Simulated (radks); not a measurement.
Problem. Valence configurations of W (all share [Xe]). Method: scalar-relativistic Kohn-Sham, r2SCAN, spin-polarised, spherical densities, finite nucleus; open shells are filled with parallel spins first (spin-orbit coupling, left out, can overturn this in heavy ions); meta-GGA in the generalised Kohn-Sham scheme; Fermi nuclear charge, rms radius 5.3658 fm; computed with a radial shooting solver on a logarithmic mesh with Libxc functionals. Order these by energy: 4f14 5d3.5 6s2 6p0.5; 4f14 5d1.5 6s2 6p2.5; 4f14 5d4 6s1 6p1; 4f13.5 5d4 6s2 6p0.5; 4f14 5d4 6s2; 4f12 5d6 6s2; 4f14 5d4.5 6s1.5; 4f13 5d4 6s2 6p1; 4f12 5d4 6s2 6p2; 4f12 5d5.5 6s2 6p0.5.

Solution. From the lowest, in eV above it: 4f14 5d4.5 6s1.5 0.000; 4f14 5d4 6s2 0.510; 4f14 5d3.5 6s2 6p0.5 2.821; 4f14 5d4 6s1 6p1 2.872; 4f14 5d1.5 6s2 6p2.5 15.554; 4f13.5 5d4 6s2 6p0.5 17.732; 4f13 5d4 6s2 6p1 37.769; 4f12 5d6 6s2 73.224; 4f12 5d5.5 6s2 6p0.5 74.989; 4f12 5d4 6s2 6p2 86.798. NIST lists [Xe] 4f14 5d4 6s2 as the ground configuration; this level of theory puts 4f14 5d4.5 6s1.5 lower, by 0.510 eV. The energies are those of spherical high-spin densities, not of single terms.
